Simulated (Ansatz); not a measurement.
```yaml
crystal:
  periodic: [false, false, false]
  atoms:
    - {symbol: C, position_ang: [1.232995, 0.975811, 0.382623]}
    - {symbol: C, position_ang: [0.181190, -0.107908, 0.195404]}
    - {symbol: C, position_ang: [0.819236, -1.380561, -0.338600]}
    - {symbol: C, position_ang: [-0.541180, -0.378983, 1.505603]}
    - {symbol: O, position_ang: [-0.814696, 0.283481, -0.751602]}
    - {symbol: Si, position_ang: [-1.010457, 1.661003, -1.644669]}
    - {symbol: O, position_ang: [-2.393277, 1.253673, -2.442760]}
    - {symbol: H, position_ang: [1.978648, 0.648414, 1.110466]}
    - {symbol: H, position_ang: [1.746919, 1.193935, -0.556796]}
    - {symbol: H, position_ang: [0.784320, 1.902760, 0.748224]}
    - {symbol: H, position_ang: [0.056917, -2.144753, -0.501254]}
    - {symbol: H, position_ang: [1.556886, -1.768907, 0.367237]}
    - {symbol: H, position_ang: [1.320079, -1.185458, -1.289359]}
    - {symbol: H, position_ang: [-1.315672, -1.134275, 1.359731]}
    - {symbol: H, position_ang: [0.157036, -0.738036, 2.265021]}
    - {symbol: H, position_ang: [-1.014638, 0.533198, 1.875217]}
    - {symbol: H, position_ang: [-2.763203, 0.386202, -2.244187]}
basis:
  gaussian: {orbitals: def2-TZVPPP}
hamiltonian: {xc: {name: B2PLYP}, pseudopotentials: {relativity: none}}
scf: {lower_state_search: light}
output: {forces: true}
```

```sh
$ ansatz run in.yaml --threads 2 --pin off --events-out ev --progress --plain --max-ram 32768MiB --backend cpu
```

**Question.** How does Ansatz answer? (An estimate is asked.)

**Answer.** Computed: The input was rejected before any iteration.
```
Error: <dir> can't be read: No such file or directory (os error 2)
```
